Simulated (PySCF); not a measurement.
HCl, charge +1, doublet, at a GFN2-xTB geometry (a state made from the parent by changing its charge; the spin is typed, not shown lowest); PBE/def2-SVP run with PySCF.

PySCF was given this input:
```python
from pyscf import gto, scf, dft

mol = gto.M(
    atom='''
Cl   -0.000000   -0.000000   -0.073934
H     0.000000    0.000000    1.256873
''',
    basis='def2-svp',
    charge=1,
    spin=1,
    verbose=4,
)

mf = dft.UKS(mol)
mf.xc = 'pbe'
mf.kernel()
```

What the program printed (banner, timings and long lists left out):

```
PySCF version 2.14.0

[INPUT] verbose = 4
[INPUT] num. atoms = 2
[INPUT] num. electrons = 17
[INPUT] charge = 1
[INPUT] spin (= nelec alpha-beta = 2S) = 1
[INPUT] symmetry False subgroup None
[INPUT] Mole.unit = angstrom
[INPUT] Symbol           X                Y                Z      unit          X                Y                Z       unit  Magmom
[INPUT]  1 Cl     0.000000000000   0.000000000000  -0.073934000000 AA    0.000000000000   0.000000000000  -0.139715011294 Bohr   0.0
[INPUT]  2 H      0.000000000000   0.000000000000   1.256873000000 AA    0.000000000000   0.000000000000   2.375145743360 Bohr   0.0

nuclear repulsion = 6.75981760363449
number of shells = 11
number of NR pGTOs = 43
number of NR cGTOs = 23
basis = def2-svp
ecp = {}

******** <class 'pyscf.dft.uks.UKS'> ********
method = UKS
initial guess = minao
damping factor = 0
level_shift factor = 0
DIIS = <class 'pyscf.scf.diis.CDIIS'>
diis_start_cycle = 1
diis_space = 8
diis_damp = 0
SCF conv_tol = 1e-09
SCF conv_tol_grad = None
SCF max_cycles = 50
direct_scf = True
direct_scf_tol = 1e-13
number electrons alpha = 9  beta = 8
XC library pyscf.dft.libxc version 7.1.2
    S. Lehtola, C. Steigemann, M. J. T. Oliveira, and M. A. L. Marques,  SoftwareX 7, 1–5 (2018)
XC functionals = pbe
    J. P. Perdew, K. Burke, and M. Ernzerhof,  Phys. Rev. Lett. 77, 3865 (1996)
    J. P. Perdew, K. Burke, and M. Ernzerhof,  Phys. Rev. Lett. 78, 1396 (1997)
    J. P. Perdew, K. Burke, and M. Ernzerhof,  Phys. Rev. Lett. 77, 3865 (1996)
    J. P. Perdew, K. Burke, and M. Ernzerhof,  Phys. Rev. Lett. 78, 1396 (1997)
radial grids:
    Treutler-Ahlrichs [JCP 102, 346 (1995); DOI:10.1063/1.469408] (M4) radial grids

becke partition: Becke, JCP 88, 2547 (1988); DOI:10.1063/1.454033
pruning grids: <function nwchem_prune>
grids dens level: 3
symmetrized grids: False
atomic radii adjust function: <function treutler_atomic_radii_adjust>
small_rho_cutoff = 0
Set gradient conv threshold to 3.16228e-05
tot grids = 28688
init E= -460.391754887213

cycle= 1 E= -459.985424214394  delta_E= 0.406  |g|= 0.165  |ddm|= 0.957
cycle= 2 E= -459.996773467798  delta_E= -0.0113  |g|= 0.0996  |ddm|= 0.383
cycle= 3 E= -460.001529478152  delta_E= -0.00476  |g|= 0.0096  |ddm|= 0.139
cycle= 4 E= -460.001578618783  delta_E= -4.91e-05  |g|= 0.00407  |ddm|= 0.0149
cycle= 5 E= -460.001589668057  delta_E= -1.1e-05  |g|= 0.00119  |ddm|= 0.0056
cycle= 6 E= -460.001590545336  delta_E= -8.77e-07  |g|= 0.000111  |ddm|= 0.00122
cycle= 7 E= -460.00159055877  delta_E= -1.34e-08  |g|= 1.83e-05  |ddm|= 0.000192
cycle= 8 E= -460.001590559363  delta_E= -5.93e-10  |g|= 1.57e-06  |ddm|= 4.92e-05
Extra cycle  E= -460.001590559368  delta_E= -5.29e-12  |g|= 6.56e-07  |ddm|= 3.56e-06
converged SCF energy = -460.001590559368  <S^2> = 0.75228496  2S+1 = 2.0022837
```
